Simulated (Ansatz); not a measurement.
Geometry optimisation, RKS B3LYP-D4/def2-SVP (Ansatz).

Input file:

```yaml
crystal:
  periodic: [false, false, false]
  atoms:
    - { symbol: Ge, position_ang: [0.228911, -0.015043, 0.005596] }
    - { symbol: O, position_ang: [0.719437, -0.102002, 1.704235] }
    - { symbol: H, position_ang: [0.0085, -0.180722, 2.35536] }
    - { symbol: H, position_ang: [1.723236, 0.038383, -0.311922] }
    - { symbol: H, position_ang: [-0.582741, 1.252132, -0.34815] }
    - { symbol: H, position_ang: [-0.524143, -1.274148, -0.47872] }
basis:
  gaussian: { orbitals: def2-SVP }
hamiltonian:
  xc: b3lyp
  dispersion: d4
relax:
  f_tol: 0.03
  max_steps: 50
```

Launched with:

```bash
$ ansatz run input.yaml --threads 1 --pin off --max-ram 2048MiB --backend cpu --events-out ev --progress --plain --runs-dir out
```

Question: Where does it end, and by what steps?

Answer: The run converged. After 5 steps the energy has fallen by 0.252 eV; H4 moved furthest, 0.29 Å.

```
step  energy less start (eV)  largest force component (eV/Å)  accepted
   0                  0.0000                           1.212       yes
   1                 -0.2196                           0.282       yes
   2                 -0.2425                           0.174       yes
   3                 -0.2495                           0.125       yes
   4                 -0.2519                           0.049       yes
   5                 -0.2521                           0.004       yes
```

```xyz
6
Properties=species:S:1:pos:R:3
Ge 0.316 -0.019 0.054
O 0.662 -0.115 1.810
H -0.140 -0.170 2.346
H 1.704 0.055 -0.600
H -0.516 1.245 -0.267
H -0.453 -1.277 -0.416
```

Whether the end is a true minimum wasn't checked by a vibrational analysis.

The run took 12 s on 1 thread of Arm Neoverse V1 (shared host), peak memory 0.12 GiB.
